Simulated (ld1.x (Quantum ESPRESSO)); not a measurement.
## Scattering properties, TM potential for Hf

Hf, norm-conserving Troullier–Martins (Kleinman–Bylander form), made with ld1.x (Quantum ESPRESSO) 7.5 (PBE, scalar-relativistic). Core [Kr] 4d10 4f14 5s2, reference 5p6 5d2 6s1.75 6p0 (charge +0.25). Waves: 6s (bound): rc 2.50 bohr; 5d (bound): rc 2.60 bohr; 5p (bound): rc 2.10 bohr. Local part: the p channel. Core correction: Bessel-smoothed model core, default radius (core density twice the valence density).

The phase is arctan(r·u′/u) with u = r·R(r), unwrapped; energies in Ry, scanned from -5 to 5 Ry. A pole is an energy at which the radial function vanishes at the test radius. The pseudo phase is shifted by a multiple of π to meet the all-electron one at the reference energy, and phase errors are pseudo minus all-electron; the curves can meet again beyond the range given. Levels narrower than the energy grid can be missing from the lists of poles.

Task: For each channel, where are the poles, and over which energies does the pseudopotential scatter like the atom?

Result:

```csv
channel,radius (bohr),reference energy (Ry),"poles, all-electron","poles, pseudo",unbroken range about the reference energy with phases within 0.05 rad,phase error 1 Ry above the reference energy (rad)
s,2.83,-0.48,1.78,"-2.40, 1.63",-2.3 to 2.6,-0.005
p,2.83,-2.73,"-2.65, 3.26","-2.65, 2.76",below -0.2,-0.003
d,2.83,-0.31,0.30,0.30,the whole range,+0.000
```

Note: ghost state, extra bound levels that the all-electron valence spectrum of the same l lacks: s at -32.9 eV. A true bound ghost makes a file unfit for plane-wave use.

Phases in the p channel:

```csv
E (Ry),all-electron,pseudo
-5.00,1.395,1.395
-4.74,1.388,1.388
-4.48,1.381,1.380
-4.22,1.371,1.371
-3.96,1.360,1.359
-3.70,1.345,1.344
-3.44,1.322,1.321
-3.18,1.277,1.276
-2.92,1.079,1.077
-2.66,-1.559,-1.559
-2.40,-1.723,-1.724
-2.14,-1.771,-1.773
-1.88,-1.804,-1.806
-1.62,-1.833,-1.836
-1.36,-1.865,-1.870
-1.10,-1.903,-1.911
-0.84,-1.952,-1.964
-0.58,-2.019,-2.039
-0.32,-2.117,-2.154
-0.06,-2.275,-2.350
0.20,-2.555,-2.720
0.46,-3.047,-3.335
0.72,-3.647,-3.902
0.98,-4.059,-4.221
1.24,-4.287,-4.393
1.50,-4.419,-4.497
1.76,-4.504,-4.567
2.02,-4.564,-4.617
2.28,-4.608,-4.657
2.54,-4.642,-4.689
2.80,-4.671,-4.717
3.06,-4.695,-4.742
3.32,-4.717,-4.766
3.58,-4.737,-4.791
3.84,-4.756,-4.817
4.10,-4.775,-4.845
4.36,-4.794,-4.879
4.62,-4.814,-4.921
4.88,-4.836,-4.977
```
